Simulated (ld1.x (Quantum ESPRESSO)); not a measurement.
# u(r) = r·R(r): atom against pseudo-atom (F (Z = 9))

Columns: radius, all-electron u(r) and pseudo u(r) of the 2s shell (level -29.65 eV) of fluorine in the configuration [He] 2s2 2p5; LDA (PZ), scalar-relativistic, TM scheme, ld1.x (Quantum ESPRESSO) 7.5.

```
r (bohr)  all-electron   pseudo
   0.068        0.4327  -0.1255
   0.135        0.3928  -0.2289
   0.202        0.1707  -0.3038
   0.270       -0.1040  -0.3677
   0.338       -0.3641  -0.4563
   0.405       -0.5800  -0.5924
   0.473       -0.7506  -0.7506
   0.540       -0.8722  -0.8722
   0.608       -0.9540  -0.9540
   0.675       -1.0003  -1.0003
   0.742       -1.0193  -1.0193
   0.810       -1.0169  -1.0169
   0.878       -0.9981  -0.9981
   0.945       -0.9678  -0.9678
   1.013       -0.9288  -0.9288
   1.080       -0.8849  -0.8849
   1.148       -0.8371  -0.8371
   1.215       -0.7884  -0.7884
   1.283       -0.7386  -0.7386
   1.350       -0.6900  -0.6900
   1.418       -0.6420  -0.6420
   1.485       -0.5963  -0.5963
   1.553       -0.5520  -0.5520
   1.620       -0.5106  -0.5106
   1.688       -0.4709  -0.4709
   1.755       -0.4341  -0.4341
```

(1) How many radial nodes do the two functions have?

(2) At about which radius was the pseudo-wave matched?

(3) Is the pseudo-wave norm-conserving?

Answers

(1) The all-electron 2s function has n − l − 1 = 1; the pseudo-wave has 0, since the states of the same l below it are removed with the core.

(2) 0.50 bohr, where the columns begin to agree (steps of 0.07 bohr).

(3) Yes: the TM scheme keeps the norm inside the radius equal to the all-electron one, which fixes the energy derivative of the logarithmic derivative at the level.
